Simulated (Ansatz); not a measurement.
Stepwise reaction of `CN[Si](F)(F)NC` with ammonia, as a gas-phase model of exchange steps in deposition or etching. ΔE in kJ/mol.

Isolated molecules relaxed with PBE0-D4/def2-TZVP in Ansatz; ΔE leaves out vibrations. CCSD(T)/CBS adds triple-zeta CCSD(T) − MP2 to the extrapolated MP2 energy (def2 sets, frozen cores). This one scheme is used for every species. Functionals use def2-TZVPP. B3LYP here is the variant with VWN-RPA as its local correlation; programs differ in this. Each species was taken in one conformer, which may not be the lowest.

| step | reaction | PBE-D4 | B3LYP-D4 | ωB97M-V | CCSD(T)/CBS |
| --- | --- | --- | --- | --- | --- |
| 1 | `CN[Si](F)(F)NC` + NH₃ → `CN[Si](N)(F)F` + CH₃NH₂ | 4.2 | 4.4 | 2.7 | 3.1 |
| 2 | `CN[Si](N)(F)F` + NH₃ → `N[Si](N)(F)F` + CH₃NH₂ | 3.1 | 3.4 | 2.0 | 2.8 |

(1) By hand: ΔE of the 2 steps together at CCSD(T)/CBS.

Answers

(1) (3.1) + (2.8) = 5.9 kJ/mol, or 3.0 kJ/mol a step.

In ΔE the steps differ by no more than 0.3 kJ/mol. PBE-D4 differs from CCSD(T)/CBS by 0.3 to 1.1 kJ/mol a step. Isolated molecules leave out the surface, adducts and barriers. Largest T1 diagnostic: 0.010.
